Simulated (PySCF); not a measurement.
# A survey of ²⁹Si NMR shifts

[PySCF: structure optimised with GFN2-xTB; shielding tensors at PBE0/pcSseg-1 (GIAO); fast rotation and ring inversion assumed for equivalent nuclei; relativity neglected; one computed conformer; no solvent]

Shieldings were converted by a linear fit to measured shifts: ²⁹Si (scatter 8.9 ppm rms, 25.8 ppm with the 6 outliers that the fit left out vs TMS, solution or neat liquid). A few per cent of atoms miss by over 2 rms, more outside the fitted compound classes.

Give the ²⁹Si shifts of `C=C([SiH3])/C=N\C`, `COCc1cnoc1[SiH3]`, `Oc1cnc(CC[SiH3])o1`, `[SiH3]C#C[SiH2]CC[SiH3]`, `C#C[SiH2][SiH2][C@@H](C)[SiH3]`, `[SiH3]c1nnco1`.

Answers


```
                                             compound                        environment  δ (ppm)
                                    C=C([SiH3])/C=N\C           silicon bonded to C, 3 H    -65.7
                                     COCc1cnoc1[SiH3]           silicon bonded to C, 3 H    -79.4
                                   Oc1cnc(CC[SiH3])o1           silicon bonded to C, 3 H    -64.3
    [SiH3:1][C:2]#[C:3][SiH2:4][CH2:5][CH2:6][SiH3:7]    Si4: silicon bonded to 2 C, 2 H    -59.0
    [SiH3:1][C:2]#[C:3][SiH2:4][CH2:5][CH2:6][SiH3:7]      Si7: silicon bonded to C, 3 H    -61.6
    [SiH3:1][C:2]#[C:3][SiH2:4][CH2:5][CH2:6][SiH3:7]      Si1: silicon bonded to C, 3 H    -89.1
[CH:1]#[C:2][SiH2:3][SiH2:4][C@@H:5]([CH3:6])[SiH3:7]      Si7: silicon bonded to C, 3 H    -60.1
[CH:1]#[C:2][SiH2:3][SiH2:4][C@@H:5]([CH3:6])[SiH3:7]  Si4: silicon bonded to C, Si, 2 H    -62.9
[CH:1]#[C:2][SiH2:3][SiH2:4][C@@H:5]([CH3:6])[SiH3:7]  Si3: silicon bonded to C, Si, 2 H    -93.4
                                        [SiH3]c1nnco1           silicon bonded to C, 3 H    -77.5
```
